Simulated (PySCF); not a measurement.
C₇H₁₁NS.
Cartesian coordinates in Å at the PBE0-D3(BJ)/def2-SVP level; atoms count from 1:
```
atom  x, y, z in Å
C1     2.6478   -0.3889   -0.5304
C2     1.4083   -0.8123   -0.2774
C3     0.1745   -0.2257   -0.8870
C4    -0.7694    0.4259    0.1304
C5    -0.0885    1.5504    0.9214
C6     0.4215    2.5988    0.0484
N7     0.8194    3.4116   -0.6729
S8    -1.4372   -0.7343    1.3730
C9    -2.5292   -1.7240    0.3362
H10    3.5174   -0.8495   -0.0540
H11    2.8386    0.4351   -1.2261
H12    1.2483   -1.6293    0.4364
H13    0.4501    0.5339   -1.6381
H14   -0.3848   -1.0068   -1.4300
H15   -1.6313    0.8529   -0.4096
H16    0.7574    1.1438    1.5006
H17   -0.7986    1.9920    1.6379
H18   -3.0653   -2.4052    1.0114
H19   -3.2662   -1.0931   -0.1834
H20   -1.9744   -2.3285   -0.3962
```

Level of theory: PySCF, PBE0-D3(BJ)/def2-SVP geometry optimisation, gas phase.

Take the most abundant isotopes and a rigid rotor. The values belong to one conformer with, in the numbering `[CH2:1]=[CH:2][CH2:3][C@H:4]([CH2:5][C:6]#[N:7])[S:8][CH3:9]`, C1–C2–C3–C4 -116°, C2–C3–C4–C5 58°, C3–C4–C5–C6 58°, C3–C4–S8–C9 -69°.

Problem. Give the principal moments of inertia and the rotational constants in MHz.

Solution. Ia = 279.30, Ib = 543.37, Ic = 712.22 u·Å²; 505379 MHz·u·Å²/I gives A = 1809, B = 930.1, C = 709.6 MHz.

Problem. What kind of rotor is it?

Solution. An asymmetric top. Ray's parameter κ = (2B − A − C)/(A − C) = -0.599; −1 is the prolate and +1 the oblate limit.

Problem. Is it planar, by Δ = Ic − Ia − Ib?

Solution. Not planar: Δ = Ic − Ia − Ib = -110.46 u·Å². For a rigid frame Δ = −2 Σ m c², so Σ m c² = 55.23 u·Å² lies off the ab plane: 15.67 from hydrogen and 39.56 from heavier atoms. The atom farthest from that plane is 1.61 Å away.

Problem. Give the other two planar moments, Paa and Pbb, and the rms extents of the mass along the axes.

Solution. Paa = Σ m a² = (Ib + Ic − Ia)/2 = 488.14 and Pbb = Σ m b² = (Ia + Ic − Ib)/2 = 224.07 u·Å². With the mass M = 141.06 u, the rms extents √(P/M) along a, b and c are 1.86, 1.26, 0.63 Å.

Problem. Where do the levels up to J = 3 lie, in cm⁻¹?

Solution. Above 0(0,0):
J = 1: 1(0,1) 0.0547, 1(1,1) 0.0840, 1(1,0) 0.0914
J = 2: 2(0,2) 0.1629, 2(1,2) 0.1861, 2(1,1) 0.2081, 2(2,1) 0.2961, 2(2,0) 0.2973
J = 3: 3(0,3) 0.3223, 3(1,3) 0.3384, 3(1,2) 0.3824, 3(2,2) 0.4602, 3(2,1) 0.4661, 3(3,1) 0.6260, 3(3,0) 0.6261

Problem. Predict some low-J microwave lines.

Solution. The dipole components are |μa| = 3.51 D, |μb| = 0.79 D, |μc| = 0.21 D. The squared components, which scale the intensities, stand as 1.00 : 0.05 : 0.00 (a : b : c). Some lines, for components of 0.1 D or more:

```
type  branch         J(Ka,Kc)   MHz  lower level (cm⁻¹)
   a       Q  2(1,1) ← 2(1,2)   661               0.186
   c       Q  2(1,2) ← 2(0,2)   695               0.163
   c       Q  1(1,1) ← 1(0,1)   879               0.055
   b       Q  1(1,0) ← 1(0,1)  1100               0.055
   b       Q  2(1,1) ← 2(0,2)  1357               0.163
   a       R  1(0,1) ← 0(0,0)  1640               0.000
   b       R  2(0,2) ← 1(1,1)  2363               0.084
   b       R  1(1,1) ← 0(0,0)  2519               0.000
   c       Q  2(2,1) ← 2(1,1)  2638               0.208
   b       Q  2(2,0) ← 2(1,1)  2675               0.208
   c       R  1(1,0) ← 0(0,0)  2740               0.000
   a       R  2(1,2) ← 1(1,1)  3059               0.084
   a       R  2(0,2) ← 1(0,1)  3243               0.055
   b       Q  2(2,1) ← 2(1,2)  3300               0.186
   a       R  2(1,1) ← 1(1,0)  3500               0.091
   b       R  2(1,2) ← 1(0,1)  3938               0.055
   c       R  2(1,1) ← 1(0,1)  4600               0.055
   b       R  2(2,1) ← 1(1,0)  6138               0.091
   c       R  2(2,0) ← 1(1,0)  6174               0.091
   c       R  2(2,1) ← 1(1,1)  6358               0.084
   b       R  2(2,0) ← 1(1,1)  6395               0.084
```

Whether it is a minimum is left open (no frequencies). Constants of a rigid frame at the computed geometry: no zero-point averaging, no centrifugal distortion. A rigid rotor knows nothing of internal rotation, which can split or shift real lines. Quadrupole hyperfine structure (14N) is left out.
